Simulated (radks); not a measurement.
Values are calculated unless marked as measured or tabulated.
Er XII, configuration [Kr] 4d10 4f9 5s2. Code: a radial shooting solver on a logarithmic mesh with Libxc functionals. Model: scalar-relativistic Kohn-Sham, r2SCAN, spin-polarised, spherical densities, finite nucleus; open shells are filled with parallel spins first (spin-orbit coupling, left out, can overturn this in heavy ions); meta-GGA in the generalised Kohn-Sham scheme; Fermi nuclear charge, rms radius 5.2516 fm. Some entries of the table are withheld. Estimate them.

| orbital | occ. | eigenvalue (hartree) | <r> (bohr) | <r^2> (bohr^2) |
|---|---|---|---|---|
| 1s down | 1 | -2118.701 | 0.02037 | 0.0005681 |
| 1s up | 1 | -2118.701 | 0.02037 | 0.0005681 |
| 2s up | 1 | -363.1061 | 0.08644 | 0.008832 |
| 2s down | 1 | -363.1058 | 0.08644 | 0.008832 |
| 2p up | 3 | -321.9238 | 0.07672 | 0.007189 |
| 2p down | 3 | -321.9234 | 0.07672 | 0.007188 |
| 3s up | 1 | -87.60649 | 0.2251 | 0.05791 |
| 3s down | 1 | -87.47917 | 0.2249 | 0.05780 |
| 3p up | 3 | -75.01413 | 0.2244 | 0.05836 |
| 3p down | 3 | -74.88688 | 0.2241 | 0.05823 |
| 3d up | 5 | -59.22789 | 0.2039 | 0.04879 |
| 3d down | 5 | -59.13025 | 0.2036 | 0.04864 |
| 4s up | 1 | -23.50752 | 0.5057 | 0.2883 |
| 4s down | 1 | -23.25044 | 0.5061 | 0.2888 |
| 4p up | 3 | -19.31871 | 0.5344 | 0.3242 |
| 4p down | 3 | -19.06570 | 0.5350 | 0.3250 |
| 4d up | 5 | -13.67146 | (1) | 0.3772 |
| 4d down | 5 | -13.41984 | (2) | 0.3794 |
| 5s up | 1 | -8.36942 | 1.090 | (3) |
| 5s down | 1 | -8.24053 | 1.101 | (4) |
| 4f up | 7 | (5) | 0.6480 | 0.5048 |
| 4f down | 2 | (6) | 0.6564 | 0.5200 |

Answer. 
(1) 4d up <r> (bohr): 0.5717
(2) 4d down <r> (bohr): 0.5732
(3) 5s up <r^2> (bohr^2): 1.322
(4) 5s down <r^2> (bohr^2): 1.348
(5) 4f up eigenvalue (hartree): -7.39574
(6) 4f down eigenvalue (hartree): -7.14741
